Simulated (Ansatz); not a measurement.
One geometry of the cluster CuTe₂, several levels of theory.

```yaml
crystal:
  periodic: [false, false, false]
  atoms:
    - {symbol: Cu, position_ang: [-0.877428, -0.597806, -0.828344]}
    - {symbol: Te, position_ang: [-0.377926, -0.026621, 1.514141]}
    - {symbol: Te, position_ang: [1.255364, 0.624427, -0.685797]}
basis:
  gaussian: {orbitals: def2-TZVP, initial_orbitals: start.molden}
magnetization: {spin_polarized: true, initial_magnetization: 1}
hamiltonian: {xc: {name: r2SCAN0}, dispersion: d4}
scf: {omitted_lower_state_checks: [starts]}
output: {orbitals: {seedname: orbitals}}
```

The file start.molden holds the orbitals of an earlier run on this structure, at another level or in another basis.

```sh
$ ansatz run in.yaml --threads 2 --pin off --events-out ev --progress --plain --max-ram 4352MiB
```

Output, abridged:

```
Functional definition: r2SCAN0
1433 factors; integrals over basis functions are off by at most 5.6e-4 eV
mean field evaluation 1: about -59231.6109 eV, gradient 3.6e0 eV
mean field evaluation 2: about -59231.6375 eV, gradient 4.8e-2 eV
mean field evaluation 4: about -59231.7621 eV, gradient 1.4e-3 eV
mean field evaluation 8: about -59231.7621 eV, gradient 2.2e-5 eV
mean field -59231.76206449 eV, -2176.7271071398 hartree, gradient 2.2e-5 eV, S^2 0.761614; 0 other end points of the search recorded, 0 dependent functions left out
reference -59231.76207604 eV, -2176.7271075642 hartree; 39, 38 occupied and 106, 107 virtual orbitals, 1433 factors
Total energy: -59231.79590748 eV, -2176.7283508466 hartree
Checks for a lower state left out: starts
```

It took 18 s on 2 threads of Arm Neoverse V2 on a shared host, peak host memory 0.61 GiB.

The first input with `hamiltonian: {xc: pbe, dispersion: d4}` (abridged; 5.5 s):

```
Functional definition: PBE
mean field -59222.65587030 eV, -2176.3924606755 hartree, gradient 2.0e-5 eV, S^2 0.753008
Total energy: -59222.80178137 eV, -2176.3978228084 hartree
Checks for a lower state left out: starts
```

First input, but with `hamiltonian: {xc: hse06, dispersion: d4}` (abridged; 9 s):

```
Functional definition: HSE06
mean field -59223.17856680 eV, -2176.4116694175 hartree, gradient 1.9e-5 eV, S^2 0.756875
Total energy: -59223.29945972 eV, -2176.4161121505 hartree
Checks for a lower state left out: starts
```

As the first input, with `correlation: {method: mp2, frozen_orbitals: {Cu: 9, Te: 4}}` and without the key `hamiltonian` (abridged; 14 s):

```
Functional definition: HF
mean field evaluation 16: about -59130.3388 eV, gradient 4.5e-5 eV
mean field -59130.33876292 eV, -2172.9998695542 hartree, gradient 2.3e-6 eV, S^2 0.782740; 1 other end points of the search recorded, 0 dependent functions left out
17 core orbitals not correlated: weight in the atoms' cores, before any rotation towards them, 1.000 or more for the frozen orbitals, at most 0.000 for the correlated occupied ones
second order -36.33451505 eV of doubles, -0.00000000 eV of singles
Total energy: -59166.67327797 eV, -2174.3351383538 hartree
Checks for a lower state left out: starts
```

As the first input, with `hamiltonian: {xc: {name: wB97X-V}}` (abridged; 32 s):

```
Functional definition: wB97X-V
mean field -59223.74157754 eV, -2176.4323596809 hartree, gradient 1.8e-5 eV, S^2 0.761427
Total energy: -59223.74157601 eV, -2176.4323596245 hartree
Checks for a lower state left out: starts
```

Geometry: PBE-D4/def2-TZVP.

In the def2 sets Te takes a core potential; there is no spin–orbit coupling. HSE06 is defined as in plane-wave codes, on full-range PBE exchange. Correlated methods freeze 17 core orbitals; core or outer-core shells of Te are correlated, in sets that lack core-valence functions. The structure comes from a short search, and lower isomers may exist.
